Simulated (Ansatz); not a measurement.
Species: H₃InO₃, SMILES `[OH][In]([OH])[OH]` (charge 0, multiplicity 1).

Task: Give a relaxed geometry from B3LYP-D3(BJ)/def2-TZVP (Ansatz, a program for electronic structure).

Result: This is not unique; one that fits is the end point of this relaxation, one of several conformers (outside a Z-matrix the atoms follow the SMILES, hydrogens last).
Z-matrix (Å, degrees):
```
In
O 1 1.9884
H 2 0.9639 1 111.87
O 1 1.9884 2 120.01 3 -0.04
H 4 0.9639 1 111.86 2 179.96
O 1 1.9884 2 119.99 3 179.96
H 6 0.9639 1 111.87 2 -0.04
```
